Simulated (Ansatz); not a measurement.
Reaction (redistribution): `C#C[SiH2][AlH][Cl]` + `OBS` → `C#C[SiH2][AlH2]` + `OB(S)Cl`

Isolated molecules relaxed with PBE0-D4/def2-TZVP in Ansatz; ΔE leaves out vibrations. CCSD(T)/CBS is the MP2 limit (def2-TZVPP, def2-QZVPP) plus CCSD(T) − MP2 in def2-TZVPP, frozen cores. Functionals use def2-TZVPP. One conformer a species, not always the lowest.

CCSD(T)/CBS gives +91.2 kJ/mol.

Question: Another level gave +90.6 kJ/mol. Which?
A. LDA (SPW92)/def2-TZVPP
B. HF/def2-TZVPP
C. revPBE/def2-TZVPP
D. BLYP/def2-TZVPP

Answer: D. BLYP 90.6, revPBE 85.9, HF/def2-TZVPP 97.8, LDA (SPW92) 76.1 kJ/mol.

Question: What do rigid-rotor, harmonic-oscillator terms from PBE0-D4/def2-TZVP frequencies (298.15 K, 1 bar) make of the CCSD(T)/CBS value? (An estimate is asked.)

Answer: Computed: ΔZPE = -7.2 kJ/mol, ΔH = +83.8 kJ/mol, ΔS = -5 J/(mol·K), ΔG = +85.4 kJ/mol. Modes under 50 cm⁻¹ make the entropy rough.

Largest T1 diagnostic among the species: 0.013.

In def2-TZVPP, CCSD(T) changes the Hartree–Fock value by −9.8 kJ/mol (the triples alone add −1.9 kJ/mol) and MP2 by −9.6 kJ/mol. From BLYP to BHLYP (50 % exact exchange), in def2-TZVPP and without D4, ΔE moves by +3.5 kJ/mol. At CCSD(T), def2-SVP lies −13.0 kJ/mol from the extrapolated value and def2-TZVPP −3.2 kJ/mol.
